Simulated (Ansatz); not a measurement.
The inner images of a band of F4Si + H2O (8 atoms, charge 0, multiplicity 1) are given out of order.

The calculation used RKS B3LYP-D4/6-31G* (Ansatz).

First end point:

```xyz
8
Properties=species:S:1:pos:R:3
Si 0.210 0.051 -0.058
F 0.338 -0.010 1.525
F 1.714 -0.009 -0.574
F -0.363 1.414 -0.611
F -0.469 -1.244 -0.682
O -2.202 0.043 0.828
H -2.574 -0.790 0.500
H -2.106 -0.085 1.785
```

Last end point:

```xyz
8
Properties=species:S:1:pos:R:3
Si -0.367 -0.121 -0.350
F -0.228 0.846 2.206
F 1.017 -0.695 0.155
F -0.273 1.439 -0.580
F -0.669 -0.798 -1.761
O -1.623 -0.532 0.634
H -2.279 -1.119 0.231
H -1.029 0.351 2.178
```

Task: Put them in order from the first end to the last, with their energies above the first end.
A.
```xyz
8
Properties=species:S:1:pos:R:3
Si -0.293 0.071 -0.117
F -0.175 0.715 1.661
F 1.067 -0.716 0.152
F -0.197 1.565 -0.649
F -0.773 -0.704 -1.447
O -1.771 -0.375 0.764
H -2.130 -1.271 0.659
H -1.180 0.086 1.690
```
B.
```xyz
8
Properties=species:S:1:pos:R:3
Si -0.380 -0.061 -0.288
F -0.206 0.788 2.019
F 0.981 -0.719 0.188
F -0.234 1.491 -0.545
F -0.697 -0.732 -1.698
O -1.702 -0.449 0.640
H -2.195 -1.237 0.372
H -1.017 0.289 2.024
```
C.
```xyz
8
Properties=species:S:1:pos:R:3
Si -0.053 0.170 -0.056
F 0.093 0.679 1.483
F 1.365 -0.577 -0.106
F -0.111 1.565 -0.821
F -0.795 -0.806 -1.114
O -1.928 -0.274 0.871
H -2.254 -1.156 0.628
H -1.769 -0.232 1.828
```
D.
```xyz
8
Properties=species:S:1:pos:R:3
Si 0.192 0.118 -0.094
F 0.205 0.179 1.495
F 1.704 -0.211 -0.448
F -0.180 1.516 -0.726
F -0.609 -1.066 -0.789
O -2.281 -0.052 0.887
H -2.464 -0.952 0.576
H -2.018 -0.161 1.813
```
E.
```xyz
8
Properties=species:S:1:pos:R:3
Si -0.355 0.004 -0.195
F -0.210 0.722 1.827
F 1.017 -0.712 0.178
F -0.204 1.537 -0.574
F -0.739 -0.704 -1.574
O -1.748 -0.410 0.687
H -2.157 -1.269 0.516
H -1.056 0.202 1.847
```
F.
```xyz
8
Properties=species:S:1:pos:R:3
Si -0.176 0.163 -0.062
F -0.023 0.788 1.487
F 1.159 -0.713 0.065
F -0.140 1.585 -0.783
F -0.825 -0.696 -1.285
O -1.814 -0.353 0.835
H -2.128 -1.266 0.715
H -1.504 -0.138 1.743
```
G.
```xyz
8
Properties=species:S:1:pos:R:3
Si 0.082 0.159 -0.083
F 0.137 0.437 1.494
F 1.558 -0.408 -0.281
F -0.106 1.560 -0.795
F -0.720 -0.924 -0.945
O -2.138 -0.165 0.890
H -2.361 -1.065 0.606
H -1.903 -0.223 1.829
```

Result: D (+0.08 eV), G (+0.32 eV), C (+0.51 eV), F (+0.68 eV), A (+1.17 eV), E (+0.89 eV), B (+0.64 eV).

Time of the run: 3.9 min on 2 threads of Arm Neoverse V2, with other jobs on the host, peak memory 0.2 GiB.
